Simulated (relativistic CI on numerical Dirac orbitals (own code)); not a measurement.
**Line list: Electric-dipole lines, Ar6+**

Method of calculation: Dirac-Coulomb-Breit CI, KLI orbitals optimised for each configuration, QED by a radiative potential, unscaled Slater integrals (own radial code, finite nucleus).

Configurations in the expansion (outside the closed core [Ne]): 3s², 3s3p, 3p², 3s3d, 3d², 3p3d, 3p4s, 3s4s, 3s4p, 3s4d, 3d4s, 3s4f, 3s5s, 3s5p, 3s5d, 4s². Levels of other configurations are missing.

| λ vac (Å) | Lower | Upper | A (s⁻¹) | log gf | S velocity/length |
| --- | --- | --- | --- | --- | --- |
| 300.26 | 3s3d ³D1 [11] | 3s4f ³F°2 [40] | 4.12e+10 | 0.44 | 0.92 |
| 300.28 | 3s3d ³D2 [12] | 3s4f ³F°3 [41] | 4.36e+10 | 0.62 | 0.92 |
| 300.31 | 3s3d ³D3 [13] | 3s4f ³F°4 [42] | 4.90e+10 | 0.78 | 0.92 |
| 346.04 | 3s3d ¹D2 [14] | 3s4f ¹F°3 [46] | 4.19e+10 | 0.72 | 0.91 |
| 394.08 | 3p² ¹D2 [6] | 3p3d ¹F°3 [26] | 1.49e+10 | 0.39 | 0.88 |
| 442.47 | 3p3d ¹D°2 [18] | 3d² ¹D2 [51] | 1.46e+10 | 0.33 | 0.72 |
| 468.39 | 3s3p ³P°1 [3] | 3s3d ³D2 [12] | 7.91e+09 | 0.11 | 0.98 |
| 471.96 | 3s3p ³P°2 [4] | 3s3d ³D3 [13] | 1.03e+10 | 0.38 | 0.98 |
| 473.68 | 3p3d ³F°4 [17] | 3d² ³F4 [39] | 7.13e+09 | 0.33 | 0.82 |
| 482.37 | 3p² ³P1 [8] | 3p3d ³D°2 [23] | 7.84e+09 | 0.14 | 1.00 |
| 484.49 | 3s3p ¹P°1 [5] | 3s3d ¹D2 [14] | 1.95e+10 | 0.53 | 0.94 |
| 486.08 | 3p² ³P2 [9] | 3p3d ³D°3 [24] | 1.45e+10 | 0.56 | 0.99 |
| 535.59 | 3p² ¹D2 [6] | 3p3d ¹D°2 [18] | 7.84e+09 | 0.23 | 0.98 |
| 560.30 | 3p3d ³D°2 [23] | 3d² ³F3 [38] | 7.58e+09 | 0.40 | 1.16 |
| 560.60 | 3p3d ³D°3 [24] | 3d² ³F4 [39] | 9.26e+09 | 0.59 | 1.16 |
| 576.14 | 3s² ¹S0 [1] | 3s3p ¹P°1 [5] | 8.32e+09 | 0.09 | 0.97 |
| 626.18 | 3p3d ¹F°3 [26] | 3d² ¹G4 [52] | 9.50e+09 | 0.70 | 1.45 |
| 631.04 | 3s3p ³P°2 [4] | 3p² ³P2 [9] | 5.22e+09 | 0.19 | 0.97 |
| 728.80 | 3s3d ¹D2 [14] | 3p3d ¹F°3 [26] | 4.53e+09 | 0.40 | 1.19 |
| 1469.6 | 3s4p ³P°2 [31] | 3s4d ³D3 [35] | 1.72e+09 | 0.59 | 0.94 |

Terms are leading LS components. Brackets give the number of a level in order of energy, since labels repeat. The list gives strong lines, with weight on those to low levels, among the lowest 67 of 68 levels, so that lines to higher ones, which can be the strongest, are missing, and without 6 lines that miss the measured interval by over 7 %, start from a term whose rates miss tabulated ones by over 60 %, have gauges far apart or, lacking measured levels, span too small a gap for the errors found; lines with a level outside our table were not tested and can miss by more. Levels whose partners in the same complex of configurations lie outside the list can be far off, and so can their lines. Rates are taken at the computed energies, electric ones in the length gauge. A velocity-to-length ratio far from 1 marks an uncertain rate.

At this charge configurations can still be misplaced by up to about 7 % of their energy. 58 of the 69 excited levels that our extract of the measured tables holds in this range could be paired (the sources list more); they are missed by 2733 cm⁻¹ on average and 15245 at most, and levels without a partner can miss by more.

From the table, what is the radiative lifetime of 3p3d ¹F°3?

The listed rates from this level add up to about 1.94e+10 s⁻¹, 99 % of its decay; with all channels τ = 5.09e-11 s.
